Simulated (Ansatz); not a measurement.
BeClH (SMILES [BeH][Cl]) moved off its minimum; all values from Ansatz (a quantum-chemistry and plane-wave program), cores frozen in correlated methods.
(charge 0, multiplicity 1)
```xyz
3

Be    -0.1073     0.1047    -1.2997
H      0.0772    -0.0941    -2.6812
Cl    -0.0613     0.0020     0.4137
```

| level | largest force (eV/Å) | on atom | rms difference from CCSD(T)/aug-cc-pV(T+d)Z (eV/Å) | dipole (D) |
|---|---|---|---|---|
| HF/def2-TZVPP | 3.46 | Be1 | 0.106 | 0.67 |
| PBE/def2-TZVPP | 3.03 | Be1 | 0.079 | 0.58 |
| r2SCAN/def2-TZVPP | 3.13 | Be1 | 0.038 | 0.60 |
| B3LYP/def2-TZVPP | 3.18 | Be1 | 0.042 | 0.59 |
| wB97M-V/def2-TZVPP | 3.25 | Be1 | 0.049 | 0.60 |
| MP2/aug-cc-pV(T+d)Z | 3.28 | Be1 | 0.035 | 0.61 |
| CCSD(T)/aug-cc-pV(T+d)Z | 3.21 | Be1 | 0.000 | 0.59 |

The differences count from one level among others, with limits of its own. Forces at CCSD(T)/aug-cc-pV(T+d)Z (eV/Å):

```tsv
atom	Fx	Fy	Fz
Be1	0.343	-0.354	-3.176
H2	-0.282	0.332	0.997
Cl3	-0.061	0.021	2.179
```
